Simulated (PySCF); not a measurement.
Predicted microwave data (PySCF 2.14.0, PBE0-D3(BJ)/def2-SVP geometry optimisation, gas phase) for one isomer of C7H15N:

| Quantity | Value |
| --- | --- |
| Rotational constants | A = 3943, B = 1342, C = 1081 MHz |
| Dipole components | \|μa\| = 0.06 D, \|μb\| = 0.37 D, \|μc\| = 0.72 D |
| Inertial defect | -37.32 u·Å² |
| κ | -0.82 |

Question: Which candidate fits, each taken in the one conformer that was computed?
A. `[CH3:1][NH:2][C@H:3]([CH3:4])[C:5]1([CH3:6])[CH2:7][CH2:8]1` with C1–N2–C3–C4 -66°, N2–C3–C5–C6 63°
B. `[CH3:1][NH:2][CH:3]1[CH2:4][CH2:5][CH2:6][CH2:7][CH2:8]1` with C1–N2–C3–C4 -167°, N2–C3–C4–C5 -178°, C3–C4–C5–C6 55°, C4–C5–C6–C7 -55°, C5–C6–C7–C8 55°
C. `[CH3:1][CH2:2][C@@H:3]1[CH2:4][CH2:5][CH2:6][NH:7][CH2:8]1` with C1–C2–C3–C4 -168°, C2–C3–C4–C5 -73°, C3–C4–C5–C6 -53°, C4–C5–C6–N7 52°, C5–C6–N7–C8 -53°

Answer: B. It is CNC1CCCCC1, an asymmetric top, point group C1. The candidates at the same level (rigid rotor, commonest isotopes):

```tsv
SMILES	A (MHz)	B (MHz)	C (MHz)	μa (D)	μb (D)	μc (D)	Δ (u·Å²)	point group	rotor
CC[C@@H]1CCCNC1	3303	1510	1275	0.49	0.84	0.41	-91.18	C1	asymmetric top
CN[C@H](C)C1(C)CC1	3128	1371	1282	0.05	0.51	0.47	-136.00	C1	near-prolate asymmetric top
CNC1CCCCC1	3943	1342	1081	0.06	0.37	0.72	-37.32	C1	asymmetric top
```

`CC[C@@H]1CCCNC1` has C 18 % too high; `CN[C@H](C)C1(C)CC1` has A 21 % too low. No structure here is proved a minimum.
